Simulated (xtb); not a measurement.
C6H6, triplet, geometry from GFN2-xTB (a higher spin typed on purpose: for a closed-shell molecule this is an excited state); GFN0-xTB with ALPB(dmf) (xtb).

The xtb input:
```
$ xtb mol.xyz --gfn 0 --uhf 2 --alpb dmf --json

# file mol.xyz
12

C     -0.84506378     1.12846096     0.22175988
C     -1.39443514    -0.06865515    -0.09830087
C     -0.57097837    -1.20700359    -0.30573960
C      0.82993445    -1.12351932    -0.08797213
C      1.40682046     0.06054851     0.23221639
C      0.60278941     1.27193957     0.08684995
H     -1.44888616     1.98096673     0.49236662
H     -2.46819299    -0.19836118    -0.08793953
H     -1.03058254    -2.17716369    -0.40813274
H      1.40885967    -2.03697827    -0.06993663
H      2.44694749     0.13344312     0.51045673
H      0.91745239     1.92746746    -0.72969618
```

What the program printed (banner, timings and long lists left out):

```
   ID    Z sym.   atoms
    1    6 C      1-6
    2    1 H      7-12

           -------------------------------------------------
          |                Calculation Setup                |
           -------------------------------------------------

           -------------------------------------------------
          |                 G F N 0 - x T B                 |
           -------------------------------------------------

      * Solvation model:               ALPB
        Solvent                        dmf
        Parameter file                 internal GFN-FF/ALPB
        Dielectric constant                3.7000E+01
        Reference state                gsolv [1 M gas/solution]
        Free energy shift                  5.2364E-03 Eh       3.2859E+00 kcal/mol
        Temperature                        2.9815E+02 K
        Density                            9.5000E-01 kg/L
        Solvent mass                       7.3100E+01 g/mol
        Interaction kernel             P16
        Born radius scaling (c1)           2.0907E+00
        Born radii integrator          GBOBC
        Born offset                        0.0000E+00 a0       0.0000E+00 AA
        H-bond correction              true
        Ion screening                  false
        Surface tension                    1.0000E-05 Eh       1.5569E+01 dyn/cm
        Grid points                               230 per atom

          ...................................................
          :                      SETUP                      :
          :.................................................:
          :  # basis functions                  36          :
          :  # atomic orbitals                  36          :
          :  # shells                           24          :
          :  # electrons                        30          :
          :  electronic temp.          300.0000000     K    :
          :  accuracy                    1.0000000          :
          :  -> integral cutoff          0.2500000E+02      :
          :  -> integral neglect         0.1000000E-07      :
          ...................................................

         :::::::::::::::::::::::::::::::::::::::::::::::::::::
         ::                     SUMMARY                     ::
         :::::::::::::::::::::::::::::::::::::::::::::::::::::
         :: total energy             -15.825148183458 Eh    ::
         :: total w/o Gsasa/hb       -15.817739118741 Eh    ::
[...]
     3   6 C        2.915    -0.099    32.130     9.266
     4   6 C        2.907    -0.100    32.170     9.271
     5   6 C        2.904    -0.108    32.389     9.302
     6   6 C        2.910    -0.102    32.215     9.278
     7   1 H        0.926     0.105     1.741     2.064
     8   1 H        0.925     0.100     1.786     2.090
     9   1 H        0.926     0.099     1.796     2.096
    10   1 H        0.925     0.100     1.786     2.090
    11   1 H        0.926     0.105     1.742     2.064
    12   1 H        0.924     0.110     1.698     2.038

 Mol. C6AA /au·bohr⁶  :       1765.546427
 Mol. C8AA /au·bohr⁸  :      44461.342296
 Mol. α(0) /au        :         68.130417

Wiberg/Mayer (AO) data.
largest (>0.10) Wiberg bond orders for each atom

 ---------------------------------------------------------------------------
     #   Z sym  total        # sym  WBO       # sym  WBO       # sym  WBO
 ---------------------------------------------------------------------------
     1   6 C    3.924 --     2 C    1.645     6 C    1.067     7 H    0.965
                             3 C    0.116
     2   6 C    3.981 --     1 C    1.645     3 C    1.243     8 H    0.966
     3   6 C    3.774 --     2 C    1.243     4 C    1.243     9 H    0.973
                             1 C    0.116     5 C    0.116
     4   6 C    3.981 --     5 C    1.645     3 C    1.243    10 H    0.966
     5   6 C    3.924 --     4 C    1.645     6 C    1.067    11 H    0.965
                             3 C    0.116
     6   6 C    3.302 --     5 C    1.067     1 C    1.067    12 H    0.943
     7   1 H    0.988 --     1 C    0.965
     8   1 H    0.984 --     2 C    0.966
     9   1 H    0.986 --     3 C    0.973
    10   1 H    0.984 --     4 C    0.966
    11   1 H    0.988 --     5 C    0.965
    12   1 H    0.998 --     6 C    0.943
 ---------------------------------------------------------------------------

Topologies differ in total number of bonds
Writing topology from bond orders to xtbtopo.mol

 dipole moment from electron density (au)
     X       Y       Z
  -0.0357  -0.0760  -0.0724  total (Debye):    0.282

           -------------------------------------------------
          | TOTAL ENERGY              -15.825148183458 Eh   |
          | GRADIENT NORM               0.018407775794 Eh/α |
          | HOMO-LUMO GAP               1.518913704654 eV   |
           -------------------------------------------------

normal termination of xtb
```
